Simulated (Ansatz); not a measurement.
This geometry of BFGaH₃ (6 atoms, charge 0, multiplicity 1) is a first-order saddle point.

Computed with RKS PBE0-D4/def2-TZVP in Ansatz 0.2.0.

```xyz
6
Properties=species:S:1:pos:R:3
B -0.757 0.469 -0.738
Ga 0.571 -0.316 0.706
F 1.719 -1.502 0.068
H -1.588 1.277 -0.450
H -0.697 0.109 -1.875
H 0.793 -0.101 2.243
```

Which two structures does it join? (They come from a converged band through this point; their orientation in space is the band's.)

No bond is made or broken. The dihedral H5–B1–Ga2–F3 goes from -89 to 90°. The two ends are copies of one structure, up to a mirror image or an exchange of like atoms.

Image 0:

```xyz
6
Properties=species:S:1:pos:R:3
B -0.741 0.443 -0.733
Ga 0.623 -0.248 0.677
F 1.155 -1.909 0.371
H -1.919 0.312 -0.582
H -0.380 0.991 -1.733
H 1.304 0.348 1.954
```

Image 6:

```xyz
6
Properties=species:S:1:pos:R:3
B -0.741 0.443 -0.733
Ga 0.622 -0.248 0.677
F 1.174 -1.900 0.356
H -0.383 1.019 -1.717
H -1.918 0.282 -0.595
H 1.288 0.341 1.966
```

How far does it lie above each of them?

3.2 kcal/mol above the first and 3.2 kcal/mol above the second. This is the barrier of this one path; another mechanism may lie lower.

Run time: 2.1 min on 2 threads of Arm Neoverse V1, on a shared host, peak memory 0.24 GiB.
